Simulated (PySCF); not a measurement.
Interval between two levels of V²⁺ by level of theory

V²⁺ [Ar] 3d3 [4F9/2, M_J = 9/2] → V²⁺ [Ar] 3d2 4s1 [4F9/2, M_J = 9/2], as a difference of total energies. Computed with PySCF 2.14 in x2c-TZVPall-2c, with the two-component X2C-1e Hamiltonian. Correlated levels: [Ne] frozen; the 6 highest virtual spinors dropped. "Screened" scales the spin-orbit matrix elements by Boettger's factors to mimic the two-electron term; Breit and QED terms are absent.

```json
{"method": "GHF (spin-free)", "interval between two levels (cm⁻¹)": "41982"}
{"method": "GMP2 (spin-free)", "interval between two levels (cm⁻¹)": "42756"}
{"method": "GHF (screened spin-orbit)", "interval between two levels (cm⁻¹)": "42028"}
{"method": "GMP2 (screened spin-orbit)", "interval between two levels (cm⁻¹)": "42800"}
```

The labels give the starting determinants; with spin-orbit coupling the two ends relaxed to ⟨J²⟩ = 24.75, ⟨L²⟩ = 12.01, ⟨S²⟩ = 3.75 and ⟨J²⟩ = 24.75, ⟨L²⟩ = 12.01, ⟨S²⟩ = 3.75.
